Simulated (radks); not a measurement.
Fractional charge and spin in the 6s shell of gadolinium: the spin-up occupation runs from 0 to 1 and the spin-down occupation from 0 to 1; the fullest corner is Gd, [Xe] 4f(up 3.5, down 3.5) 5d(up 0.5, down 0.5) 6s(up 1, down 1). All-electron calculation, scalar-relativistic Kohn-Sham, LDA (Slater exchange, Perdew-Wang correlation), spin-polarised, spherical densities, point nucleus. Program: a radial shooting solver on a logarithmic mesh with Libxc functionals. Energy (eV) minus the two flat planes that join the four corners (they meet along the diagonal where the two added fractions sum to one electron); zero is where a piecewise linear energy would lie.

down \ up,0,0.5,1
0,0.000,-0.678,0.000
0.5,-0.678,0.165,-0.612
1,0.000,-0.612,0.000

Corners above the fullest one (they belong to Gd+ and the next ion): (up 1, down 0) 6.685 eV, (up 0, down 1) 6.685 eV, (up 0, down 0) 19.220 eV. With half an added electron in each spin the energy lies 0.165 eV from the planes, and with half an added electron in spin up alone -0.678 eV. The planes are only a guide here: the flat-plane condition holds for ground states with one frontier orbital, while this shell lies below other occupied shells, so the corners above the fullest one are inner-hole states and not the ground states of those ions.
